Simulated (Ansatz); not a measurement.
One change: `C=C[SiH](F)S[SiH2]Cl` becomes `F[SiH](Cl)S[SiH2]Cl`.

Ansatz, PBE0-D4/def2-TZVP geometries, multiplicity 1. Each molecule was computed in one conformer, which needn't be the lowest.

```csv
property,`C=C[SiH](F)S[SiH2]Cl`
HOMO energy (ωB97M-V/def2-TZVPP) / eV,-10.19
HOMO energy (PBE/def2-TZVPP) / eV,-6.84
LUMO energy (PBE/def2-TZVPP) / eV,-2.07
size of the dipole moment (B3LYP/def2-TZVPP) / D,1.17
LUMO energy (PBE0/def2-TZVPP) / eV,-1.11
size of the dipole moment (ωB97M-V/def2-TZVPP) / D,1.21
```

(1) What does the change do to each property? (Estimate.)

## Answers

(1) The calculation gave: 
```
                                          property  `F[SiH](Cl)S[SiH2]Cl`  shift
             HOMO energy (ωB97M-V/def2-TZVPP) / eV                 -10.43  -0.24
                 HOMO energy (PBE/def2-TZVPP) / eV                  -7.05  -0.21
                 LUMO energy (PBE/def2-TZVPP) / eV                  -1.41   0.66
  size of the dipole moment (B3LYP/def2-TZVPP) / D                   1.35   0.18
                LUMO energy (PBE0/def2-TZVPP) / eV                  -0.55   0.56
size of the dipole moment (ωB97M-V/def2-TZVPP) / D                   1.32   0.11
```

With PBE0 the HOMO falls by 0.26 eV and the LUMO rises by 0.56 eV, so the gap widens by about 0.82 eV. PBE moves the HOMO by -0.21 eV and ωB97M-V by -0.24 eV. Dipoles are sizes alone; their direction can turn.

B3LYP here is the variant with VWN-RPA as its local correlation; programs differ in this.
